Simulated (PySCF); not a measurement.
BGeH3NO, CH7GeNSi, GeH4NSi, GeH4N2Si and others (calculated)

Computed with PySCF 2.14.0. Calculation on a computer-drawn molecule: the log of a Hartree-Fock and frozen-core CCSD(T) single point meant for a local Hartree-Fock minimum, with one planted fault or none, to be diagnosed. Offsets are logged minus clean, where the clean run is the same molecule without the fault. The reference is restricted for singlets and unrestricted otherwise, and also for a bond in bohr or an excited solution. Adding or removing an electron swaps singlet and doublet. The excited solution moves the top pair (singlet) or top alpha electron (doublet) to the lowest empty orbital. Highest occupied and lowest empty are orbital energies over both spins, largest force is the largest gradient component, triples share is (T) over the correlation energy, the T1 limit is 0.02 restricted and 0.045 unrestricted, electrons count all cores, a negative frequency is imaginary (commonest isotopes), and the dipole is about the centre of nuclear charge; on germanium a core potential holds 10 electrons, which the energies leave out, and 3d is frozen in MP2 and coupled-cluster steps.

Common to all runs: logged SCF converged yes; possible faults no fault, one electron removed, one electron added, multiplicity raised by two, geometry at a saddle point, SCF held on an excited solution, minimal basis STO-3G, one bond length entered in bohr, all coordinates scaled.

(1) 
```xyz
7
formula=BGeH3NO meant_charge=0 meant_multiplicity=2 meant_basis=cc-pVDZ meant_basis_and_core_potential_on_germanium=cc-pVDZ-PP_ECP10MDF logged_electrons=55 logged_basis_functions=80 logged_spin_squared=0.7567 logged_highest_occupied=-8.9497 logged_lowest_empty=0.92003 logged_largest_force=3.033e-05 logged_lowest_frequency=132.16 logged_T1_diagnostic=0.01916 logged_D1_diagnostic=0.072876 logged_triples_share=0.031561 logged_CC_converged=yes logged_dipole_magnitude=1.5877 logged_SCF_stable_within_its_kind=yes logged_energy_HF=-449.12512 logged_energy_CCSD(T)=-449.67632 planted_fault=no_fault HF_energy_offset_from_clean_run=0 CCSD(T)_energy_offset_from_clean_run=0
N     -0.1271    -2.3498     0.1142
B     -0.3567    -1.2458     0.5991
Ge    -0.8146     0.6298     1.2822
O      0.6663     1.2585     2.0523
H      0.0769    -3.2393    -0.2584
H     -1.9702     0.6269     2.2986
H      0.5545     2.0702     2.5263
```

Units: logged_highest_occupied, logged_lowest_empty in eV; logged_largest_force in hartree/bohr; logged_lowest_frequency in cm⁻¹; logged_dipole_magnitude in debye; logged_energy_HF, logged_energy_CCSD(T) in hartree; HF_energy_offset_from_clean_run, CCSD(T)_energy_offset_from_clean_run in kcal/mol.

Drawn bonds:
```csv
atom,other atom,order
1,2,2
2,3,1
3,4,1
1,5,1
3,6,1
4,7,1
```

(2) 
```xyz
11
formula=CH7GeNSi meant_charge=0 meant_multiplicity=1 meant_basis=cc-pV(D+d)Z meant_basis_and_core_potential_on_germanium=cc-pVDZ-PP_ECP10MDF logged_electrons=66 logged_basis_functions=109 logged_spin_squared=0 logged_highest_occupied=-3.6069 logged_lowest_empty=-4.5723 logged_largest_force=0.28964 logged_CC_converged=no logged_dipole_magnitude=5.7084 logged_SCF_stable_within_its_kind=no logged_energy_HF=-678.1751 planted_fault=SCF_held_on_an_excited_solution HF_energy_offset_from_clean_run=310.3
N      1.4479    -2.2572    -0.3268
Si     1.2832    -0.8298     0.3111
C      0.5991     0.7564    -0.3812
Ge    -1.1921     1.2897     0.2768
H      1.1889    -2.4936    -1.2667
H      1.7149    -0.6556     1.7071
H      0.5471     0.6975    -1.4716
H      1.2827     1.5717    -0.1188
H     -1.5480     2.6598    -0.3047
H     -1.1810     1.3749     1.8065
H     -2.2340     0.2581    -0.1633
```

Units: logged_highest_occupied, logged_lowest_empty in eV; logged_largest_force in hartree/bohr; logged_dipole_magnitude in debye; logged_energy_HF in hartree; HF_energy_offset_from_clean_run in kcal/mol.

Drawn bonds:
```csv
atom,other atom,order
1,2,2
2,3,1
3,4,1
1,5,1
2,6,1
3,7,1
3,8,1
4,9,1
4,10,1
4,11,1
```

Notes: CCSD not converged.

(3) 
```xyz
7
formula=GeH4NSi meant_charge=-1 meant_multiplicity=1 meant_basis=aug-cc-pV(D+d)Z meant_basis_and_core_potential_on_germanium=aug-cc-pVDZ-PP_ECP10MDF logged_electrons=58 logged_basis_functions=123 logged_spin_squared=0 logged_highest_occupied=0.36073 logged_lowest_empty=-0.7518 logged_largest_force=0.072223 logged_CC_converged=no logged_dipole_magnitude=7.04 logged_SCF_stable_within_its_kind=no logged_energy_HF=-638.75922 planted_fault=SCF_held_on_an_excited_solution HF_energy_offset_from_clean_run=205.6
N     -1.2961     0.3429    -1.9255
Si    -0.1213     1.4456    -2.0864
Ge     1.7081     1.8757    -3.6268
H     -1.4044    -0.2752    -2.7127
H     -0.0653     2.3040    -0.8507
H      1.3588     3.4296    -3.7047
H      0.9421     1.4347    -4.9475
```

Units: logged_highest_occupied, logged_lowest_empty in eV; logged_largest_force in hartree/bohr; logged_dipole_magnitude in debye; logged_energy_HF in hartree; HF_energy_offset_from_clean_run in kcal/mol.

Drawn bonds:
```csv
atom,other atom,order
1,2,2
2,3,1
1,4,1
2,5,1
3,6,1
3,7,1
```

Notes: CCSD not converged; highest electron not bound in this basis.

(4) 
```xyz
8
formula=GeH4N2Si meant_charge=0 meant_multiplicity=1 meant_basis=cc-pV(D+d)Z meant_basis_and_core_potential_on_germanium=cc-pVDZ-PP_ECP10MDF logged_electrons=64 logged_basis_functions=94 logged_spin_squared=0 logged_highest_occupied=-5.4193 logged_lowest_empty=-2.8418 logged_largest_force=0.074073 logged_CC_converged=no logged_dipole_magnitude=2.5134 logged_SCF_stable_within_its_kind=no logged_energy_HF=-693.26288 planted_fault=SCF_held_on_an_excited_solution HF_energy_offset_from_clean_run=156.9
N     -0.4991     0.9419    -1.5743
Si    -0.0581    -0.2828    -0.6634
Ge     2.4286    -0.5894    -0.4815
N      2.6463     0.8364    -1.5533
H     -1.4601     1.1870    -1.7397
H     -1.0260    -1.1840     0.0319
H      3.5492     1.1766    -1.8261
H      1.8824     1.3687    -1.9381
```

Units: logged_highest_occupied, logged_lowest_empty in eV; logged_largest_force in hartree/bohr; logged_dipole_magnitude in debye; logged_energy_HF in hartree; HF_energy_offset_from_clean_run in kcal/mol.

Drawn bonds:
```csv
atom,other atom,order
1,2,2
2,3,1
3,4,1
1,5,1
2,6,1
4,7,1
4,8,1
```

Notes: CCSD not converged.

(5) 
```xyz
8
formula=CH4BGeN meant_charge=0 meant_multiplicity=1 meant_basis=cc-pVDZ meant_basis_and_core_potential_on_germanium=cc-pVDZ-PP_ECP10MDF logged_electrons=54 logged_basis_functions=85 logged_spin_squared=1.0842 logged_highest_occupied=-8.1926 logged_lowest_empty=1.1997 logged_largest_force=0.017864 logged_T1_diagnostic=0.026686 logged_D1_diagnostic=0.084048 logged_triples_share=0.035018 logged_CC_converged=yes logged_dipole_magnitude=4.5735 logged_SCF_stable_within_its_kind=yes logged_energy_HF=-412.50447 logged_energy_CCSD(T)=-412.98051 planted_fault=one_bond_length_entered_in_bohr,row_1_of_the_drawn_bonds HF_energy_offset_from_clean_run=118.5 CCSD(T)_energy_offset_from_clean_run=140.9
N     -1.6891    -0.4936    -0.1245
B     -0.0386    -0.1321    -2.0708
C      0.7892     0.0580    -3.1860
Ge    -0.1496     0.0250    -4.8757
H     -2.1694     0.2608     0.3219
H     -1.9275    -1.4018     0.2182
H      1.8591     0.2092    -3.1034
H      1.1233     0.2680    -5.7978
```

Units: logged_highest_occupied, logged_lowest_empty in eV; logged_largest_force in hartree/bohr; logged_dipole_magnitude in debye; logged_energy_HF, logged_energy_CCSD(T) in hartree; HF_energy_offset_from_clean_run, CCSD(T)_energy_offset_from_clean_run in kcal/mol.

Drawn bonds:
```csv
atom,other atom,order
1,2,1
2,3,2
3,4,1
1,5,1
1,6,1
3,7,1
4,8,1
```

(6) 
```xyz
10
formula=B2GeH6N meant_charge=0 meant_multiplicity=2 meant_basis=cc-pVDZ meant_basis_and_core_potential_on_germanium=cc-pVDZ-PP_ECP10MDF logged_electrons=55 logged_basis_functions=95 logged_spin_squared=0.766 logged_highest_occupied=-7.3906 logged_lowest_empty=0.7057 logged_largest_force=0.028222 logged_dipole_magnitude=2.4506 logged_SCF_stable_within_its_kind=no logged_energy_HF=-400.62575 planted_fault=SCF_held_on_an_excited_solution HF_energy_offset_from_clean_run=16.5
N     -1.7692    -1.2772     0.8981
B     -1.0439    -1.1656    -0.2923
B     -0.8822     0.1953    -1.2352
Ge    -0.0912     1.9168    -2.0391
H     -1.8406    -2.1358     1.4019
H     -2.2689    -0.5256     1.3239
H     -0.4906    -2.1575    -0.7068
H      1.3878     2.1459    -1.6927
H     -0.2220     1.9408    -3.5671
H     -0.8985     3.0938    -1.4695
```

Units: logged_highest_occupied, logged_lowest_empty in eV; logged_largest_force in hartree/bohr; logged_dipole_magnitude in debye; logged_energy_HF in hartree; HF_energy_offset_from_clean_run in kcal/mol.

Drawn bonds:
```csv
atom,other atom,order
1,2,1
2,3,1
3,4,1
1,5,1
1,6,1
2,7,1
4,8,1
4,9,1
4,10,1
```

Notes: coupled-cluster numbers left out as unreliable.

(7) 
```xyz
12
formula=CH8BGeN meant_charge=0 meant_multiplicity=1 meant_basis=cc-pVDZ meant_basis_and_core_potential_on_germanium=cc-pVDZ-PP_ECP10MDF logged_electrons=58 logged_basis_functions=105 logged_spin_squared=0 logged_highest_occupied=-10.955 logged_lowest_empty=4.1196 logged_largest_force=1.113e-05 logged_lowest_frequency=59.71 logged_T1_diagnostic=0.012107 logged_D1_diagnostic=0.045663 logged_triples_share=0.027053 logged_CC_converged=yes logged_dipole_magnitude=1.9314 logged_SCF_stable_within_its_kind=yes logged_energy_HF=-415.0867 logged_energy_CCSD(T)=-415.66373 planted_fault=no_fault HF_energy_offset_from_clean_run=0 CCSD(T)_energy_offset_from_clean_run=0
N     -1.4648    -0.5323     1.5412
B     -0.0924    -0.3342     1.6918
C      0.9772    -1.3128     1.0634
Ge     1.8288    -0.5610    -0.5486
H     -2.1462     0.0952     1.9126
H     -1.8590    -1.3086     1.0512
H      0.2635     0.6409     2.3055
H      1.7941    -1.4955     1.7687
H      0.5566    -2.2830     0.7794
H      0.7862    -0.3265    -1.6522
H      2.5127     0.7766    -0.2365
H      2.8876    -1.5339    -1.0868
```

Units: logged_highest_occupied, logged_lowest_empty in eV; logged_largest_force in hartree/bohr; logged_lowest_frequency in cm⁻¹; logged_dipole_magnitude in debye; logged_energy_HF, logged_energy_CCSD(T) in hartree; HF_energy_offset_from_clean_run, CCSD(T)_energy_offset_from_clean_run in kcal/mol.

Drawn bonds:
```csv
atom,other atom,order
1,2,1
2,3,1
3,4,1
1,5,1
1,6,1
2,7,1
3,8,1
3,9,1
4,10,1
4,11,1
4,12,1
```

(8) 
```xyz
12
formula=CH8BGeN meant_charge=0 meant_multiplicity=1 meant_basis=cc-pVDZ meant_basis_and_core_potential_on_germanium=cc-pVDZ-PP_ECP10MDF logged_electrons=58 logged_basis_functions=105 logged_spin_squared=1.0104 logged_highest_occupied=-7.1524 logged_lowest_empty=2.3176 logged_largest_force=0.032276 logged_T1_diagnostic=0.018479 logged_D1_diagnostic=0.10015 logged_triples_share=0.024511 logged_CC_converged=yes logged_dipole_magnitude=2.3169 logged_SCF_stable_within_its_kind=yes logged_energy_HF=-414.88641 logged_energy_CCSD(T)=-415.42237 planted_fault=one_bond_length_entered_in_bohr,row_1_of_the_drawn_bonds HF_energy_offset_from_clean_run=125.7 CCSD(T)_energy_offset_from_clean_run=151.5
N     -1.4648    -0.5323     1.5412
B      1.1287    -0.1580     1.8257
C      2.1982    -1.1365     1.1974
Ge     3.0498    -0.3848    -0.4147
H     -2.1462     0.0952     1.9126
H     -1.8590    -1.3086     1.0512
H      1.4845     0.8172     2.4394
H      3.0152    -1.3193     1.9026
H      1.7776    -2.1067     0.9134
H      2.0073    -0.1503    -1.5182
H      3.7337     0.9528    -0.1025
H      4.1086    -1.3576    -0.9529
```

Units: logged_highest_occupied, logged_lowest_empty in eV; logged_largest_force in hartree/bohr; logged_dipole_magnitude in debye; logged_energy_HF, logged_energy_CCSD(T) in hartree; HF_energy_offset_from_clean_run, CCSD(T)_energy_offset_from_clean_run in kcal/mol.

Drawn bonds:
```csv
atom,other atom,order
1,2,1
2,3,1
3,4,1
1,5,1
1,6,1
2,7,1
3,8,1
3,9,1
4,10,1
4,11,1
4,12,1
```
